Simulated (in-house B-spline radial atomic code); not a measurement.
# Tm6+: [Kr] 4d10 (4f5/2)6 (4f7/2)4 5s2 (5p1/2)2 (5p3/2)2 9s1 (an excited or competing configuration)

All numbers are computed (Dirac-Hartree-Fock, average of the jj configuration; Fermi nucleus of rms radius 5.2256 fm) with an all-electron radial atomic-structure program (B-spline basis), not measured.

Effective charges: Z_r = [3n² - l(l+1)]/(2<r>) from the radius, Z_e = n√(-2ε) from the energy, and Slater's rules. Values are occupation-weighted means over j. An effective charge above Z reflects the relativistic contraction of the inner shells.

```
shell  electrons   ε (eV)  <r> (bohr)    Z_r    Z_e  Slater
   1s          2   -59865     0.02001  74.97  66.33   68.70
   2s          2   -10324     0.08424  71.23  55.09   64.85
   2p          6  -9167.6     0.07506  66.61  51.92   64.85
   3s          2  -2468.2      0.2199  61.39  40.41   57.75
   3p          6  -2107.2      0.2191  57.05  37.33   57.75
   3d         10    -1639      0.1998  52.55  32.93   47.85
   4s          2  -607.13      0.4962  48.37  26.72   41.25
   4p          6  -484.32      0.5246  43.84  23.87   41.25
   4d         10     -313       0.565  37.17  19.19   29.85
   5s          2   -161.2       1.144  32.78  17.21   15.45
   5p          4  -128.62       1.263  28.89  15.37   15.45
   4f         10  -128.49      0.6584  27.34  12.29   19.85
   9s          1  -16.565       8.667  14.02   9.93    7.00
```

The least bound orbital is 9s1/2 at -16.56 eV, and it is also the most diffuse (<r> = 8.667 bohr).

For the 1s electron the small component carries 6.69 % of the norm, the zero-frequency Breit interaction raises the level by 193.1 eV, self-energy by 118 eV, and vacuum polarisation lowers it by 20.72 eV.

The density falls to 0.001 bohr⁻³ at 2.655 bohr; Σ<r²> = 105.96 bohr² gives, by the non-relativistic formula and without the paramagnetism of open shells, a Langevin diamagnetic susceptibility of -83.92×10⁻⁶ cm³/mol.
